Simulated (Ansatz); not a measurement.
Species: difluoro(methoxy)borane, CH$_{3}$BF$_{2}$O, net charge 0, singlet state. SMILES: COB(F)F
Geometry from a B3LYP-D3(BJ)/def2-TZVP (Ansatz, a first-principles code) optimisation:
```
O
B 1 1.3394
F 2 1.3257 1 119.33
F 2 1.3340 3 117.66 1 -179.99
C 1 1.4285 2 123.18 3 179.98
H 5 1.0893 1 108.31 2 121.60
H 5 1.0894 6 109.19 1 -117.82
H 5 1.0898 6 109.67 7 -120.18
```

Parts of the frozen-core correlation energy in cc-pVQZ (Ansatz, hartree). Frozen orbitals: 5; correlated occupied orbitals by spin: 15 and 15; virtual: 345 and 345. Spin-orbit coupling is left out. No relativistic terms.

```tsv
term	value
reference (HF)	-338.37732
MP2 opposite-spin	(withheld)
MP2 same-spin	(withheld)
CCSD correlation	(withheld)
(T)	-0.03789
T1 diagnostic	0.011
largest doubles amplitude	0.017
```

Task: Some entries are withheld; supply them.

Result: 
- MP2 opposite-spin, value: -0.81795
- MP2 same-spin, value: -0.26599
- CCSD correlation, value: -1.09170
